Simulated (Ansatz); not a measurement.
Consider the atomization: `O[Si](F)(S)S` → F• + 3 H• + O• + 2 S• + Si•.

Program: Ansatz. Geometries: PBE0-D4/def2-TZVP. ΔE: electronic, gas phase. CBS: MP2 limit from def2 TZ/QZ plus the TZ coupled-cluster correction, frozen cores. This one scheme is used for every species, atoms too. For atomizations the MP2-based limit and the directly extrapolated one differ by several kJ/mol either way, and by 10 to 25 for some Ge, Se and Sn compounds, so smaller differences from it don't rank the levels. DFT in def2-TZVPP. Open shells (•) are unrestricted, without spin–orbit coupling. Spin–orbit coupling would lower the free atoms: a little for F, O, S, Si. Each species was taken in one conformer, which may not be the lowest.

`O[Si](F)(S)S`:

Cartesian coordinates in Å:
```
O 0.091 1.433 -0.081
Si -0.367 -0.128 -0.019
F -1.944 -0.208 -0.228
S -0.095 -1.086 1.847
S 0.706 -1.128 -1.530
H -0.352 2.047 0.509
H 1.234 -0.885 1.830
H 0.726 -0.045 -2.328
```

| level | ΔE (eV) | difference from CCSD(T)/CBS |
| --- | --- | --- |
| PBE-D4 | 30.53 | 0.23 |
| B97M-V | 30.41 | 0.11 |
| BHLYP-D4 | 28.80 | -1.50 |
| ωB97X-V | 30.31 | 0.01 |
| PBE-QIDH | 29.74 | -0.56 |
| r2SCANh | 29.93 | -0.37 |
| LC-ωPBE | 29.71 | -0.59 |
| HF/def2-SVP | 20.38 | -9.92 |
| MP2/def2-SVP | 27.86 | -2.44 |
| HF/def2-QZVPP | 21.23 | -9.07 |
| CCSD(T)/CBS | 30.30 | 0 |

Largest T1 diagnostic among the species: 0.012.

The D4 term adds +0.40 eV with B3LYP and +0.21 eV with PBE0; it sums over pairs of atoms, weighted by their polarisabilities, and B3LYP, whose exchange is more repulsive, gets the larger term. At CCSD(T), def2-SVP lies −3.17 eV from the extrapolated value and def2-TZVPP −1.11 eV: correlation converges slowly with the basis, and small sets miss more of it in the bonded molecule than in its fragments.

B3LYP here is the variant with VWN-RPA as its local correlation; programs differ in this.
